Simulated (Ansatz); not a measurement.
Reaction (substitution at a C–Si bond): `CC[SiH2][GaH2]` + `NBN` → `CCNBN` + `[SiH3][GaH2]`

Computed with Ansatz on PBE0-D4/def2-TZVP structures; ΔE is electronic, products minus reactants. CCSD(T)/CBS adds triple-zeta CCSD(T) − MP2 to the extrapolated MP2 energy (def2 sets, frozen cores). Functionals use def2-TZVPP. B3LYP here is the variant with VWN-RPA as its local correlation; programs differ in this. For Ga outer-core shells are correlated without core-valence functions, which leaves a few kJ/mol of doubt a bond. Scalar relativity is left out up to krypton. One conformer a species, not always the lowest.

CCSD(T)/CBS gives +57.0 kJ/mol.

(1) Another level gave +54.0 kJ/mol. Which?
A. MP2/def2-TZVPP
B. HF/def2-TZVPP
C. B3LYP/def2-TZVPP
D. SCS-MP2/def2-TZVPP

Largest T1 diagnostic among the species: 0.013.

## Answers

(1) D. SCS-MP2/def2-TZVPP 54.0, HF/def2-TZVPP 44.5, MP2/def2-TZVPP 59.1, B3LYP 49.3 kJ/mol.

In def2-TZVPP, CCSD(T) changes the Hartree–Fock value by +9.0 kJ/mol (the triples alone add +0.8 kJ/mol) and MP2 by +14.6 kJ/mol. The D4 term adds +4.6 kJ/mol with B3LYP and +2.5 kJ/mol with PBE0; it sums over pairs of atoms, weighted by their polarisabilities, and B3LYP, whose exchange is more repulsive, gets the larger term.

CCSD(T)/CBS has its own doubt, a few kJ/mol and more with outer-core shells, so smaller differences from it don't rank the levels.
